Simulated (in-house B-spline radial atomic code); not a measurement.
Response of Ge2+ as one setting changes: the share of exact exchange in a PBE hybrid. A dash marks a strongly mixed or unbound state. Computed with a B-spline radial code for spherical atoms: linear response of the closed shell [Ar] 3d10 4s2 with the functional's adiabatic kernel; scalar-relativistic (spin-free one-electron X2C), finite nucleus, no spin-orbit coupling, no double excitations, S, P, D and F terms only; shells from n = 2 respond. Only terms of natural parity with L up to 3 were computed.

| share of exact exchange in a PBE hybrid | lowest 1P (eV) | lowest 3P, Tamm-Dancoff (eV) | minus highest occupied level (eV) | α (bohr³) |
| --- | --- | --- | --- | --- |
| 0 | 4s → 4p 11.625 | 4s → 4p 8.130 | 29.239 | 10.2 |
| 0.1 | 4s → 4p 11.518 | 4s → 4p 7.993 | 29.653 | 10.38 |
| 0.2 | 4s → 4p 11.410 | 4s → 4p 7.857 | 30.06 | 10.57 |
| 0.3 | 4s → 4p 11.303 | 4s → 4p 7.722 | 30.48 | 10.76 |
| 0.4 | 4s → 4p 11.194 | 4s → 4p 7.588 | 30.89 | 10.96 |
| 0.5 | 4s → 4p 11.086 | 4s → 4p 7.456 | 31.29 | 11.16 |
| 0.6 | ? | ? | ? | ? |
| 0.7 | 4s → 4p 10.869 | 4s → 4p 7.193 | 32.11 | 11.59 |
| 0.8 | 4s → 4p 10.760 | 4s → 4p 7.064 | 32.51 | 11.82 |
| 0.9 | ? | ? | ? | ? |
| 1 | 4s → 4p 10.542 | 4s → 4p 6.808 | 33.32 | 12.29 |

Task: What belongs in the row for 0.9?

Result: lowest 1P (eV): 4s → 4p 10.651; lowest 3P, Tamm-Dancoff (eV): 4s → 4p 6.935; minus highest occupied level (eV): 32.92; α (bohr³): 12.05.

Task: What belongs in the row for 0.6?

Result: lowest 1P (eV): 4s → 4p 10.978; lowest 3P, Tamm-Dancoff (eV): 4s → 4p 7.324; minus highest occupied level (eV): 31.70; α (bohr³): 11.37.
